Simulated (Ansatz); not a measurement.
Consider the ligand exchange at the Si–C bond: `F[SiH2]CS` + `CO[SiH2]S` → `CO[SiH2]S[SiH2]F` + CH₃SH.

Calculated with Ansatz (gas phase, PBE0-D4/def2-TZVP geometries, no zero-point term in ΔE). CBS: MP2 limit from def2 TZ/QZ plus the TZ coupled-cluster correction, frozen cores. This one scheme is used for every species. Functionals use def2-TZVPP. B3LYP here is the variant with VWN-RPA as its local correlation; programs differ in this. One conformer a species, not always the lowest.

```tsv
level	ΔE (kJ/mol)
PBE-D4	-71.9
PBE	-67.1
B3LYP	-65.2
MP2/def2-TZVPP	-72.3
CCSD(T)/def2-TZVPP	-68.2
HF/def2-QZVPP	-67.6
SCS-MP2/def2-QZVPP	-71.1
CCSD/CBS(def2)	-69.0
```

(1) What does CCSD(T)/CBS give? (Best estimate.)

Largest T1 diagnostic among the species: 0.012.

Answers

(1) Computed: -70.4 kJ/mol. The listed levels differ from it by -1.5, 3.3, 5.2, -1.9, 2.2, 2.8, -0.7, 1.4 kJ/mol.

The D4 term adds −7.6 kJ/mol with B3LYP and −4.5 kJ/mol with PBE0; it sums over pairs of atoms, weighted by their polarisabilities, and B3LYP, whose exchange is more repulsive, gets the larger term.
